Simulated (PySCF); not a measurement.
Pt: excitation energy

Pt [Xe] 4f14 5d9 6s1 (3D) → Pt [Xe] 4f14 5d8 6s1 7s1 (5F), as a difference of total energies. Calculation: PySCF 2.14, in aug-cc-pVDZ-PP with ECP60MDF (5s5p4d2f, 54 functions); scalar relativity through the core potential. Correlated levels: valence: 5s2 5p6 frozen. The calculations carry no spin-orbit coupling.

```csv
method,excitation energy (eV)
UHF,5.476
LDA,7.805
PBE,7.318
PBE0,7.089
r2SCAN,7.021
M06-L,7.322
HSE06,7.102
TPSSh,7.007
r2SCANh,6.978
MP2 (valence),7.172
SCS-MP2 (valence),7.182
```

Task: How much does correlation contribute at MP2 (valence)?

Result: 7.172 − (5.476) = 1.696 eV, measured against UHF.

The promoted electron is Rydberg-like, and one or two diffuse shells describe it only roughly, which tends to raise the upper state.
